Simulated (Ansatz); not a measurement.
A structure relaxed at PBE0-D4/def2-SVPD in Ansatz, charge -2, singlet:

Cartesian coordinates in Å:
```
B 0.003 0.914 -0.969
B -0.359 0.679 0.628
B 1.193 -0.101 -0.027
B 0.398 -1.684 -0.436
B -0.109 -0.923 0.954
B -1.017 -0.552 -0.587
B 0.468 -0.538 -1.636
H -0.062 1.993 -1.552
N -0.832 1.728 1.602
H -0.564 1.524 2.560
H -0.496 2.658 1.371
H 2.363 0.140 0.272
H 0.670 -2.873 -0.546
H -0.272 -1.450 2.051
H -2.185 -0.793 -0.885
H 0.802 -0.721 -2.800
```

Question: Give its formula, name or SMILES and point group.

Answer: [closo-2-(NH2)B7H6]2- (B7NH8²⁻). Point group Cs (tolerance 0.1 Å).

Question: Summarise the bond lengths by kind (pairs closer than 1.2 times the sum of covalent radii, bridged metal pairs left out).

Answer: 15 × B–B 1.65 to 1.86 Å; 1 × B–N 1.51 Å; 6 × B–H 1.22 to 1.23 Å; 2 × H–N 1.02 Å.

A multiply charged anion in the gas phase is held together partly by the finite basis. The highest occupied level of the charge -2 singlet lies above zero (up to 2.66 eV). The electron is either unbound and held by the finite basis, or the level is raised by self-interaction error.
